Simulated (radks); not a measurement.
All-electron atom: Zn IV in [Ar] 3d9 (the NIST ground configuration).

Method: Dirac Kohn-Sham, BLYP, spin-unpolarised, spherical densities, finite nucleus; open shells fill j = l - 1/2 first; Fermi nuclear charge, rms radius 3.9283 fm; computed with a radial shooting solver on a logarithmic mesh with Libxc functionals.

Energy parts (hartree):
| part | energy |
|---|---|
| total | -1793.91503 |
| kinetic | 1827.40641 |
| electron-nucleus | -4286.15895 |
| Hartree | 735.64487 |
| exchange-correlation | -70.80735 |

Orbitals (lengths in bohr, moments of r in powers of bohr; r(90%) holds 90 % of the orbital's charge):
orbital  occ.  eigenvalue (hartree)     <r^2>  r(90%)  small-component weight
1s1/2       2             -351.6311  0.003405  0.0899                1.17e-02
2s1/2       2             -44.12583   0.06032   0.350                2.24e-03
2p1/2       2             -39.05519   0.04716   0.321                2.23e-03
2p3/2       4             -38.17710   0.04869   0.326                2.19e-03
3s1/2       2              -6.27704    0.5300    1.01                5.04e-04
3p1/2       2              -4.66721    0.5766    1.08                4.56e-04
3p3/2       4              -4.55251    0.5936    1.09                4.46e-04
3d3/2       4              -1.87155    0.8586    1.40                3.23e-04
3d5/2       5              -1.85701    0.8691    1.40                3.20e-04

The highest occupied level is 3d5/2 at -50.532 eV. The electron density at the nucleus is 2.508e+04 e/bohr^3. The density falls to 0.001 e/bohr^3 at r = 2.63 bohr. Summed over all electrons, <r^2> = 12.78 bohr^2, which gives a Langevin (diamagnetic) susceptibility term of -10.1 x 10^-6 cm^3/mol.
